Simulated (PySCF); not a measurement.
Isomers C9H11OP:

A. SMILES C=CC1C=CP(C(C)=O)C=C1
B. SMILES Cc1cc(C=O)c(C)pc1C
C. SMILES COc1cc(C2CC2)ccp1

Spectrum 1. 1H NMR (500 MHz, computed): δ 8.82 (m, 1H), 7.71 (m, 1H), 6.93 (m, 1H), 4.17 (s, 3H), 1.79 (m, 1H), 1.12 (m, 2H), 0.76 (m, 2H). 13C{1H} NMR (computed): δ 204.9 (C), 160.6 (CH), 154.8 (C), 128.1 (CH), 125.2 (CH), 59.6 (CH3), 21.2 (CH), 14.9 (CH2).

Spectrum 2. 1H NMR (500 MHz, computed): δ 10.87 (m, 1H), 8.47 (m, 1H), 3.19 (m, 3H), 2.72 (m, 3H), 2.54 (s, 3H). 13C{1H} NMR (computed): δ 194.2 (CH), 186.9 (C), 182.0 (C), 146.2 (C), 139.4 (CH), 138.6 (C), 26.1 (CH3), 24.4 (CH3), 22.9 (CH3).

Spectrum 3. 1H NMR (500 MHz, computed): δ 6.88 (m, 2H), 6.64 (m, 2H), 5.63 (m, 1H), 5.28 (m, 1H), 5.05 (m, 1H), 3.60 (m, 1H), 2.48 (m, 3H). 13C{1H} NMR (computed): δ 223.5 (C), 142.7 (CH), 139.7 (CH), 131.6 (CH), 118.9 (CH2), 50.4 (CH), 33.8 (CH3).

Non-relativistic, fast rotation and ring inversion assumed for equivalent nuclei, no solvent, a single conformation. Shielding tensors at PBE0/pcSseg-1 (GIAO); structure optimised with GFN2-xTB; PySCF 2.14.0 with density-fitted response routines.

δ = σ(ref) − σ, references computed at the same level: 1H (σ = 31.72 ppm), 13C (σ = 186.93 ppm) vs TMS. Splittings of carbon signals by F and P are missing where no couplings were computed. Where no couplings were computed, multiplicities follow the n + 1 count of equivalent neighbours, and m marks all less simple cases (inequivalent or close neighbours, rings, F or P nearby). Shifts are as computed. Against solution values, carbons near 30 ppm lie about +3 ppm off and those near 130 ppm about +5 ppm. Of 1211 compounds with measured shifts, 218 miss one by over three times the rms of a fit or turn the order of signals round; such compounds aren't used in these exercises.

Match each spectrum to its structure.

Answers

1–C, 2–B, 3–A.

- Spectrum 1 (C): 8 13C signals; δC 204.9 is an aromatic carbon bearing oxygen; δC 128.1 is an aromatic CH.
- Spectrum 2 (B): 9 13C signals; δC 194.2 is an aldehyde carbonyl carbon; δC 139.4 is an aromatic CH.
- Spectrum 3 (A): 7 13C signals; δC 142.7 is an alkene CH; δC 139.7 is an alkene CH.
